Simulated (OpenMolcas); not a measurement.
**OpenMolcas run: Tb3+**

Input:

```
&GATEWAY
Coord
1

Tb 0.0 0.0 0.0
Basis=ANO-RCC-VQZP
Group=XYZ
NoMove
AngMom=0.0 0.0 0.0
AMFI
RX2C
&SEWARD
* reference wave functions (RASSCF and RASSI steps not shown): 8 electrons in 7 orbitals (4f)
>>> COPY JOB001 $Project.JobIph
&CASPT2
XMultistate=7 1 2 3 4 5 6 7
Frozen=15 12
IPEA=0.35
Sig2=0.2
MaxIter=60
WThr=0.0 0.3 0.05
PrWF=0.5
NoMix
>>> COPY JOB002 $Project.JobIph
&CASPT2
XMultistate=31 1 2 3 4 5 6 7 8 9 10 11 12 13 14 15 16 17 18 19 20 21 22
23 24 25 26 27 28 29 30 31
Frozen=15 12
IPEA=0.35
Sig2=0.2
MaxIter=60
WThr=0.0 0.3 0.05
PrWF=0.5
NoMix
```

Launched by
```bash
OMP_NUM_THREADS=1 MOLCAS_MEM=2252 MOLCAS_PROJECT=a pymolcas a.inp > a.log  # once for each step of the input, in one work folder
```

Output, cut to the results:

```
--- CASPT2 ---
Orbital specifications:
      -----------------------

      Symmetry species                           1   2
                                                ag  au
      Frozen orbitals                           15  12
      Inactive orbitals                          0   0
      Active orbitals                            0   7
      Secondary orbitals                        51  55
      Deleted orbitals                           0   0
      Number of basis functions                 66  74
Type of calculation                        XMS-CASPT2
      Fock operator                              state-average
      IPEA shift                                 0.35
      Real shift                                 0.00
      Imaginary shift                            0.00
      Sigma^2 regularizer                        0.20
      The input orbitals will be transformed to quasi-canonical
      The input states will be rotated to diagonalize the Fock operator
Reference energy:      -11703.3669453919
      E2 (Non-variational):      -0.2219720664
      Shift correction:          -0.0000000420
      E2 (Variational):          -0.2219721084
      Total energy:          -11703.5889175003
      Residual norm:              0.0000008433
      Reference weight:           0.97068
      Contributions to the CASPT2 correlation energy
      Active & Virtual Only:         -0.2219720664
      One Inactive Excited:           0.0000000000
      Two Inactive Excited:           0.0000000000
Reference energy:      -11703.3669453919
      E2 (Non-variational):      -0.2219201122
      Shift correction:          -0.0000000422
      E2 (Variational):          -0.2219201544
      Total energy:          -11703.5888655463
      Residual norm:              0.0000008471
      Reference weight:           0.97070
      Contributions to the CASPT2 correlation energy
      Active & Virtual Only:         -0.2219201122
      One Inactive Excited:           0.0000000000
      Two Inactive Excited:           0.0000000000
::    XMS-CASPT2 Root  1     Total energy: -11703.58900582
::    XMS-CASPT2 Root  2     Total energy: -11703.58892242
::    XMS-CASPT2 Root  3     Total energy: -11703.58889450
::    XMS-CASPT2 Root  4     Total energy: -11703.58887709
::    XMS-CASPT2 Root  5     Total energy: -11703.58886613
::    XMS-CASPT2 Root  6     Total energy: -11703.58886143
::    XMS-CASPT2 Root  7     Total energy: -11703.58884177
--- CASPT2 ---
Orbital specifications:
      -----------------------

      Symmetry species                           1   2
                                                ag  au
      Frozen orbitals                           15  12
      Inactive orbitals                          0   0
      Active orbitals                            0   7
      Secondary orbitals                        51  55
      Deleted orbitals                           0   0
      Number of basis functions                 66  74
Type of calculation                        XMS-CASPT2
      Fock operator                              state-average
      IPEA shift                                 0.35
      Real shift                                 0.00
      Imaginary shift                            0.00
      Sigma^2 regularizer                        0.20
      The input orbitals will be transformed to quasi-canonical
      The input states will be rotated to diagonalize the Fock operator
Reference energy:      -11703.2500388418
      E2 (Non-variational):      -0.2240938881
      Shift correction:          -0.0000000383
      E2 (Variational):          -0.2240939264
      Total energy:          -11703.4741327682
      Residual norm:              0.0000007994
      Reference weight:           0.97247
      Contributions to the CASPT2 correlation energy
      Active & Virtual Only:         -0.2240938881
      One Inactive Excited:           0.0000000000
      Two Inactive Excited:           0.0000000000
Reference energy:      -11703.2500388418
      E2 (Non-variational):      -0.2234154039
      Shift correction:          -0.0000000378
      E2 (Variational):          -0.2234154417
      Total energy:          -11703.4734542835
      Residual norm:              0.0000007852
      Reference weight:           0.97265
      Contributions to the CASPT2 correlation energy
      Active & Virtual Only:         -0.2234154039
      One Inactive Excited:           0.0000000000
      Two Inactive Excited:           0.0000000000
::    XMS-CASPT2 Root  1     Total energy: -11703.47838416
::    XMS-CASPT2 Root  2     Total energy: -11703.47826909
::    XMS-CASPT2 Root  3     Total energy: -11703.47793539
::    XMS-CASPT2 Root  4     Total energy: -11703.47769821
::    XMS-CASPT2 Root  5     Total energy: -11703.47759119
::    XMS-CASPT2 Root  6     Total energy: -11703.45522124
::    XMS-CASPT2 Root  7     Total energy: -11703.45520002
::    XMS-CASPT2 Root  8     Total energy: -11703.45504888
::    XMS-CASPT2 Root  9     Total energy: -11703.45492588
::    XMS-CASPT2 Root 10     Total energy: -11703.45490308
::    XMS-CASPT2 Root 11     Total energy: -11703.45478845
::    XMS-CASPT2 Root 12     Total energy: -11703.45471621
::    XMS-CASPT2 Root 13     Total energy: -11703.45448546
::    XMS-CASPT2 Root 14     Total energy: -11703.45432952
::    XMS-CASPT2 Root 15     Total energy: -11703.45218737
::    XMS-CASPT2 Root 16     Total energy: -11703.45212471
::    XMS-CASPT2 Root 17     Total energy: -11703.45202495
::    XMS-CASPT2 Root 18     Total energy: -11703.45193504
::    XMS-CASPT2 Root 19     Total energy: -11703.45180668
::    XMS-CASPT2 Root 20     Total energy: -11703.45175845
::    XMS-CASPT2 Root 21     Total energy: -11703.45169153
::    XMS-CASPT2 Root 22     Total energy: -11703.45167320
::    XMS-CASPT2 Root 23     Total energy: -11703.45153922
::    XMS-CASPT2 Root 24     Total energy: -11703.45147140
::    XMS-CASPT2 Root 25     Total energy: -11703.45142562
...
```

In XMS-CASPT2 the single-state energies belong to rotated reference states; over a whole degenerate manifold the rotation is arbitrary, and only the multistate roots count.

Levels above the lowest, from the spin-orbit matrix with the multistate effective Hamiltonian, averaged by term, added to it:

| Configuration | Term | J | E (cm-1) | Measured (cm-1) | Term weight % |
| --- | --- | --- | --- | --- | --- |
| 4f8 | 7F | 6 | 0.0 | 0.0 | 97 |
| 4f8 | 7F | 5 | 2270 | 2052 | 98 |
| 4f8 | 7F | 4 | 3750 | 3314 | 98 |
| 4f8 | 7F | 3 | 4770 | 4292 | 97 |
| 4f8 | 7F | 2 | 5470 | 4978 | 97 |
| 4f8 | 7F | 1 | 5910 | 5432 | 96 |
| 4f8 | 7F | 0 | 6120 | 5654 | 96 |
| 4f8 | 5D | 4 | 23100 |  | 98 |

Against the 6 measured excited levels shown (Martin, Zalubas and Hagan, Atomic Energy Levels: The Rare-Earth Elements, NSRDS-NBS 60 (1978)) the mean absolute deviation is 430 cm-1; the largest miss in energy is 4f8 7F2: computed 5470, measured 4978 cm-1 (+10.0 %), and the largest in proportion 4f8 7F4 (+13.0 %).

CASPT2 does not keep the components of a term degenerate, so their means are used; among the terms shown or strongly mixed into the levels shown the widest spread is 170 cm-1 (4f8 5D). High states are left out of the spin-orbit mixing, which shifts the levels that they would mix with. Terms from blocks run as CI alone lack orbitals of their own. Computed and measured levels are paired by configuration, term and J; levels that our copy of the source lacks, or whose pairing is in doubt (as where it misses far off the trend of its configuration), stay unpaired and out of the deviations. Levels of configurations outside the active space are missing. The first state left out of the spin-orbit step lies near 35000 cm-1 above the lowest spin-free state of the reference (among the parities and spins computed), and the list stops at four fifths of that energy or lower.

The CASPT2 steps took 30 s on 1 thread of Arm Neoverse V1, with other jobs on the host; the integral step is not counted.

The term weight is that of the spin-free term in the level, not the purity of its configuration.
